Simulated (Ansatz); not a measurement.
A made-up structure of GeSiH$_{5}$ (charge -1), closed shell:

Si1  (0.056, -1.648, -0.374)
Ge2  (0.259, 0.748, -0.107)
H3  (0.725, 1.484, 1.127)
H4  (-1.478, -1.568, -0.450)
H5  (0.021, 1.565, -1.426)
H6  (-0.631, 1.552, 0.913)
H7  (1.696, 1.230, 0.298)
(Å)

It is relaxed with PBE-D4/def2-SVPD and then PBE0-D4/def2-TZVPD (Ansatz 0.2.0). Atoms count as bonded within 1.22 times the sum of their covalent radii (H–H: 0.88 Å). The end point is not checked to be a true minimum.

Problem. Does its bonding change? (A judgement: the text doesn't fix the answer.)

Solution. Computed: Yes. Formed: Si1–H3; broken: Ge2–H3.

Where it ends: The first stage lowers the energy by 5.42 eV in 17 steps. It ends as GeSiH₅ ([SiH2][GeH3]), total charge -1:
```
7
angstrom
Si 0.3178 -1.1926 0.1015
Ge 0.2675 1.1871 -0.3295
H 0.3915 -0.9717 1.6219
H -1.2171 -1.2878 0.0798
H -0.0655 1.5654 -1.8154
H -0.6951 2.1548 0.4535
H 1.6479 1.9063 -0.1315
```

Labels in which every atom is bracketed show which atoms are joined, not bond orders.

For scale, one of the runs: PBE0-D4/def2-TZVPD relaxation, 142 basis functions, launched by `ansatz run in.yaml --threads 2 --pin off --events-out ev --progress --plain --max-ram 4352MiB`. The run took about 14 s on 2 CPU threads of an Arm Neoverse V1 (shared host).
